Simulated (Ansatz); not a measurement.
Born–Oppenheimer molecular dynamics of Cl$_{2}$FHHfO (6 atoms, charge 0, multiplicity 1). It goes on from the last frame of an earlier run, with new velocities.

Computed with RKS PBE/def2-SVP in Ansatz 0.2.0.

```yaml
ensemble: NVT, Nosé–Hoover chain
time_step: 0.5 fs
steps_asked: 150
set_temperature: 2000 K
thermostat: time constant 100 fs, chain length 3
seed: 871759
```

First frame:

```xyz
6
Properties=species:S:1:pos:R:3
Hf -0.165 -0.079 0.092
F 0.322 -0.103 1.949
O 1.456 -0.419 -0.832
H 2.250 -0.582 -1.429
Cl -0.775 2.103 -1.077
Cl -1.223 -2.176 -0.921
```

How far do the bonds stretch over the last three quarters of this one trajectory? (Pairs bonded in most of those frames.)


```json
{"bond": "Hf1–F2", "mean (Å)": "1.938", "spread (Å)": "0.068", "shortest": "1.84", "longest": "2.04"}
{"bond": "Hf1–O3", "mean (Å)": "1.954", "spread (Å)": "0.098", "shortest": "1.80", "longest": "2.10"}
{"bond": "Hf1–Cl5", "mean (Å)": "2.348", "spread (Å)": "0.071", "shortest": "2.26", "longest": "2.50"}
{"bond": "Hf1–Cl6", "mean (Å)": "2.305", "spread (Å)": "0.092", "shortest": "2.19", "longest": "2.50"}
{"bond": "O3–H4", "mean (Å)": "0.979", "spread (Å)": "0.026", "shortest": "0.94", "longest": "1.02"}
```

Mean temperature of the second half: 1484 K. The conserved energy stayed within 0.19 meV per atom of its start (net change 0.017 meV per atom), so the integration is sound. The mean temperature of the second half is 26 % below the set value. A run of 0.075 ps of so small a system gives no equilibrium averages.

Time of the run: 17 min on 1 thread of Arm Neoverse N1 (shared host), peak memory 0.2 GiB.
